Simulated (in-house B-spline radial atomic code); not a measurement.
Results of a calculation; reference values are marked as such.
# Ar ion on In atom: potential, deflection and energy transfer

The pair potential comes from two frozen, spherical free-atom densities (PBE, B-spline radial code, scalar-relativistic past argon): electrostatics plus the change in Thomas-Fermi kinetic and Dirac exchange energy where they overlap, the recipe behind the universal ZBL potential, which averages such potentials (from solid-state densities) over many pairs. It is written V = (Z1 Z2 e²/r) φ(r/a), with e² = 14.3996 eV·Å and a = 0.46850 Å/(Z1^0.23 + Z2^0.23); ZBL's fit is φ = 0.18175 e^(−3.1998x) + 0.50986 e^(−0.94229x) + 0.28022 e^(−0.4029x) + 0.02817 e^(−0.20162x). Where φ falls below 4e-4 it is continued as an exponential.

Masses 39.95 and 114.82 u.

| x = r/a | φ, this pair | φ, ZBL |
| --- | --- | --- |
| 0.1 | 0.8885 | 0.8928 |
| 0.25 | 0.7663 | 0.7647 |
| 0.5 | 0.6159 | 0.6096 |
| 1 | 0.4237 | 0.4164 |
| 1.5 | 0.3057 | 0.2995 |
| 2 | 0.2276 | 0.2218 |
| 3 | 0.1355 | 0.1292 |
| 4 | 0.0853 | 0.08026 |
| 5 | 0.05648 | 0.05224 |
| 6.5 | 0.03151 | 0.02914 |
| 8 | 0.01818 | 0.01705 |
| 10 | 0.009582 | 0.008778 |
| 12 | 0.005329 | 0.00474 |
| 14.5 | 0.00256 | 0.002328 |
| 17 | 0.001229 | 0.001212 |
| 20 | 0.0005221 | 0.0005882 |

(1) At x = 0.5 the electrostatic, kinetic and exchange parts are 121879.53, 25398.73 and -640.19 eV. Find r, V and φ.

(2) The ion comes in at 1.605 keV with impact parameter 0.0533 Å. The scattering integral gives a centre-of-mass angle of 164.9° and a closest approach of 5.221 a. What are the reduced energy, the energy passed on and the laboratory angles?

Results:

(1) a = 0.46850/(1.9441 + 2.4476) = 0.10668 Å, so r = 0.05334 Å. V = 121879.53 + 25398.73 + (-640.19) = 146638.07 eV. The bare repulsion is 18 × 49 × 14.3996/0.05334 = 238110 eV, so φ = 0.6158, +1.0 % against ZBL's 0.6096. The kinetic (Pauli) term is 17 % of V here.

(2) ε = E a M2/(Z1 Z2 e² (M1 + M2)) = 1605 × 6.2314e-06 = 0.01. The most that one collision can pass on is γE with γ = 4 M1 M2/(M1 + M2)² = 0.7660. Here T = γE sin²(θ/2) = 0.7660 × 1605 × 0.9827 = 1208 eV. The ion turns by arctan(sin θ/(cos θ + M1/M2)) = 157.1° (second quadrant: it bounces back), and the struck atom leaves at (180° − θ)/2 = 7.6°. The closest approach is 0.557 Å. With ZBL the angle would be 164.45° and T = 1207 eV.
